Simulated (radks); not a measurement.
Effect of the nuclear size on the promethium ion Pm+, [Xe] 4f5 6s1. All-electron calculation, Dirac Kohn-Sham, BLYP, spin-unpolarised, spherical densities, finite nucleus; open shells are shared between the two j in proportion to 2j + 1; Fermi nuclear charge, rms radius 4.962 fm. Program: a radial shooting solver on a logarithmic mesh with Libxc functionals. The rms radius is varied about that value; shifts are against it.

rms radius (fm),total energy shift (eV),density at nucleus (e/bohr^3),1s1/2 shift (meV),2s1/2 shift (meV),5s1/2 shift (meV),5p1/2 shift (meV),6s1/2 shift (meV),4f7/2 shift (meV),6p1/2 (empty) shift (meV)
4.0341,-5.00,5.17e+05,-2070,-260,-1.97,0.174,-0.189,0.328,0.050
4.7089,-1.44,4.989e+05,-597,-74.9,-0.570,0.050,-0.054,0.095,0.014
4.962,0,4.929e+05,0.000,0.000,0.000,0.000,0.000,0.000,0.000
5.1654,1.20,4.883e+05,497,62.4,0.474,-0.042,0.045,-0.079,-0.012
5.9097,5.91,4.734e+05,2440,307,2.33,-0.206,0.223,-0.388,-0.059

Slopes of the eigenvalues against <r^2> in GHz/fm^2, as finite differences over the two radii next to the reference (eigenvalue slopes, not the field-shift constants of lines): 1s1/2 58700, 2s1/2 7360, 5s1/2 56.0, 5p1/2 -4.94, 6s1/2 5.35, 4f7/2 -9.31.
